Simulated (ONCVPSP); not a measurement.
## Logarithmic derivatives: magnesium, ONCV

magnesium, optimised norm-conserving Vanderbilt (ONCV), made with ONCVPSP 4.0.1 (PBE, non-relativistic). Core [He], reference 2s2 2p6 3s2. Waves: 2s+3s: rc 1.35 bohr, ncon 3, nbas 8, qcut 11.2 1/bohr, 2 projectors; 2p: rc 1.10 bohr, ncon 4, nbas 7, qcut 12.7 1/bohr, 3 projectors, debl 2.7 Ha. Local part: polynomial inside 0.95 bohr (lpopt 5, dvloc0 4 Ha). Core correction: polynomial model core, fcfact 0.65.

The phase is arctan(r·R′/R) of the radial function R(r), unwrapped; energies in Ha, scanned from -4 to 5 Ha. A pole is an energy at which the radial function vanishes at the test radius. The pseudo phase is shifted by a multiple of π to meet the all-electron one at the reference energy, and phase errors are pseudo minus all-electron; the curves can meet again beyond the range given. Levels narrower than the energy grid can be missing from the lists of poles.

Problem. For each channel, where are the poles, and over which energies does the pseudopotential scatter like the atom?

Solution.

| channel | radius (bohr) | reference energy (Ha) | poles, all-electron | poles, pseudo | unbroken range about the reference energy with phases within 0.05 rad | phase error 1 Ha above the reference energy (rad) |
| --- | --- | --- | --- | --- | --- | --- |
| s | 1.37 | -0.17 | -2.59 | -2.59 | the whole range | -0.000 |
| p | 1.11 | -1.71 | -0.82 | -0.82 | the whole range | +0.000 |

Phases in the p channel:

```tsv
E (Ha)	all-electron	pseudo
-3.98	0.883	0.883
-3.50	0.703	0.703
-3.02	0.362	0.362
-2.54	-0.262	-0.262
-2.06	-0.913	-0.913
-1.58	-1.285	-1.285
-1.10	-1.488	-1.488
-0.62	-1.619	-1.619
-0.14	-1.719	-1.719
0.34	-1.808	-1.808
0.82	-1.898	-1.898
1.30	-2.000	-2.000
1.78	-2.127	-2.127
2.26	-2.301	-2.301
2.74	-2.551	-2.551
3.22	-2.903	-2.903
3.70	-3.320	-3.320
4.18	-3.691	-3.691
4.66	-3.958	-3.958
```
